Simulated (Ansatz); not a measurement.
Relaxation of CH7F2GaSi2 (13 atoms, charge 0, multiplicity 1), to a largest force component of 0.015 eV/Å in at most 40 steps.

These are results of Ansatz, RKS BHLYP-D4/def2-SVP, not measurements.

```xyz
13
Properties=species:S:1:pos:R:3
C -1.043 -0.903 1.105
Si 0.456 0.020 0.544
Ga 2.048 -1.690 -0.735
Si -0.014 1.696 -0.845
F -0.877 1.045 -2.206
F -1.110 2.780 -0.045
H -1.731 -0.140 1.621
H -1.576 -1.254 0.200
H -0.818 -1.668 1.824
H 1.153 0.575 1.744
H 2.696 -1.198 0.413
H 1.756 -1.273 -0.412
H 1.082 2.413 -1.286
```

Problem. Where does it end, and by what steps?

Solution. The run ended unconverged. After 39 steps the energy has fallen by 46.412 eV; H11 moved furthest, 1.67 Å. The start is strongly strained (largest force component 145 eV/Å), so its close contacts needn't be bonds. Parted: Si2–Ga3 (2.66 → 3.41 Å), Ga3–H12 (0.60 → 2.47 Å). Joined: Si2–H12 (2.07 → 1.50 Å).

```tsv
step	energy less start (eV)	largest force component (eV/Å)	accepted
0	0.0000	145.032	yes
2	-40.5120	14.073	yes
4	-45.1156	2.277	yes
6	-45.8178	0.758	yes
8	-45.9590	0.538	yes
10	-46.0147	0.102	yes
12	-46.0122	0.204	no
14	-46.0239	0.046	yes
16	-46.0275	0.168	yes
18	-46.0377	0.037	yes
20	-46.0515	0.214	yes
22	-46.0813	0.256	yes
24	-46.1253	0.088	yes
26	-46.1658	0.168	yes
28	-46.1794	0.113	yes
30	-46.1917	0.489	yes
32	-46.2214	0.588	yes
34	-46.2511	0.176	yes
36	-46.3064	0.287	yes
38	-46.3766	0.212	yes
39	-46.4119	0.192	yes
```

```xyz
13
Properties=species:S:1:pos:R:3
C -1.465 -0.713 1.324
Si 0.303 -0.388 0.796
Ga 2.512 -1.196 -1.679
Si 0.473 1.383 -0.707
F 0.641 0.674 -2.171
F -0.970 2.119 -0.792
H -1.879 0.165 1.828
H -2.089 -0.921 0.450
H -1.528 -1.565 2.005
H 1.199 -0.143 1.949
H 2.553 0.132 -0.580
H 0.807 -1.601 0.065
H 1.465 2.456 -0.565
```

The run took 3.1 min on 2 threads of Intel(R) Xeon(R) Platinum 8488C (Sapphire Rapids), with other jobs on the host, peak memory 0.43 GiB.
